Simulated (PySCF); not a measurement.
Compound: C6H11B.
SMILES: `CB(C)[C@H]1[C@@H]2C[C@@H]21`

The closed-shell SCF was solved with PySCF and density fitting under several settings on one GFN2-xTB geometry (grid level 2 and gas phase unless stated).

```
      settings  basis functions  SCF cycles     E (Eh)  HOMO (eV)  LUMO (eV)  dipole (D)
 PBE0/pcSseg-1              174          12  -259.6786      -6.94      -0.56        0.68
PBE0/def2-SVPD              228          12  -259.5423      -6.95      -0.54        0.59
   HF/def2-SVP              153           9  -258.0338      -9.67       3.41        0.64
  B97-2/6-31G*              120          12  -259.9462      -6.42      -0.21        0.67
```

Estimate the row for these settings: B3LYP/def2-SVP, level shift 0.1 Eh.

| settings | basis functions | SCF cycles | E (Eh) | HOMO (eV) | LUMO (eV) | dipole (D) |
| --- | --- | --- | --- | --- | --- | --- |
| B3LYP/def2-SVP, level shift 0.1 Eh | 153 | 9 | -259.8519 | -6.65 | -0.63 | 0.69 |

Over all rows, what range does the HOMO–LUMO gap span?

From 6.02 eV (B3LYP/def2-SVP, level shift 0.1 Eh) to 13.08 eV (HF/def2-SVP). The functional of the narrowest has 20 % exact exchange, that of the widest 100 % exact exchange.

Compare two rows with the functional PBE0: PBE0/pcSseg-1 and PBE0/def2-SVPD. Which energy is lower, and by how much?

PBE0/pcSseg-1 (174 functions) lies 0.1363 Eh or 86 kcal/mol below PBE0/def2-SVPD (228 functions). The smaller set gives the lower energy; the two sets aren't nested, so the variational bound doesn't order them by size.

Cycle counts include a coarse-grid stage where the run had one. All basis functions are spherical, in the Pople sets too. GFN2-xTB frequencies show an imaginary mode (48i cm⁻¹), so this geometry is no minimum at that level.

The values belong to the conformer `[CH3:1][B:2]([CH3:3])[C@H:4]1[C@@H:5]2[CH2:6][C@H:7]12`: C1–B2–C4–C5 -129°.
